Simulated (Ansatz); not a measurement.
System: VCl₄, charge 0, multiplicity 2. The spin state was set by rule; other spins were not relaxed. 
Structure (B3LYP-D3(BJ)/def2-TZVP (Ansatz, an electronic-structure program) minimum search):
```
V
Cl 1 2.1399
Cl 1 2.1399 2 106.80
Cl 1 2.1399 2 110.82 3 -120.80
Cl 1 2.1399 2 110.82 3 120.80
```
Charge 0, spin multiplicity 2.

Basis-set convergence of Hartree-Fock and CCSD correlation energies (hartree) with Ansatz. Cores are frozen in the correlated levels unless marked. Open shells are spin-unrestricted. No spin-orbit coupling. Frozen are the shells of the preceding noble gas and the d and f shells that filled before the atom's block. No relativistic terms.

```tsv
basis	functions	E(HF)	E(corr, CCSD)
def2-SVP	103	-2780.30089	-0.73822
def2-TZVPP	232	(withheld)	(withheld)
```

**Question.** What belongs in the gaps?

**Answer.** 
- def2-TZVPP, E(HF): -2781.08478
- def2-TZVPP, E(corr, CCSD): -0.99831
